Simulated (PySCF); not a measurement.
bismuth atom (Bi), quartet (core potentials on Bi).

PySCF was given this input:
```python
from pyscf import gto, scf, dft

mol = gto.Mole()
mol.atom = '''
    Bi    0.000000    0.000000    0.000000
'''
mol.basis = 'def2-tzvp'
mol.ecp = {'Bi': 'def2-tzvp'}
mol.charge = 0
mol.spin = 3
mol.verbose = 4
mol.build()

mf = dft.UKS(mol)
mf.xc = 'bhandhlyp'
mf.grids.atom_grid = (99, 590)
mf.grids.prune = None
mf.kernel()
```

Task: What <S^2> does BHANDHLYP/def2-TZVP run with PySCF give?

Result: 3.752

Task: What HOMO energy does BHANDHLYP/def2-TZVP give?

Result: -6.92 eV

Task: What is the computed number of basis functions (BHANDHLYP/def2-TZVP)?

Result: 50

These values belong to the state on which the SCF converged, which isn't shown to be the lowest.
